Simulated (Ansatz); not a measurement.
Basis-set extrapolation for CH₄AlFS (`FC[S][AlH2]`) (PBE0-D4/def2-TZVP geometry, frozen core, Ansatz). Multiplicity 1, RHF reference.

```csv
,def2-TZVPP,def2-QZVPP
HF,-779.181473,-779.206386
MP2 correlation,-0.678103,-0.735670
CCSD(T) correlation,-0.744525,not run
```

Energies in hartree. Use E(X) = E(∞) + A·exp(−7.88·√X) for Hartree–Fock and E(X) = E(∞) + B·X^(−2.97) for correlation, with X = 3 and 4, and add CCSD(T) minus MP2 of the smaller set to the MP2 limit.

Question: What is the CCSD(T) energy at the basis-set limit?

Answer: HF limit: -779.206386 + (-0.024913) × 0.13774 = -779.20982. MP2 limit: -0.735670 + (-0.057567) × 0.74074 = -0.77831. Higher-order term: -0.744525 − (-0.678103) = -0.06642. Total: -780.05455 hartree, 337.5 kJ/mol below CCSD(T)/def2-TZVPP.
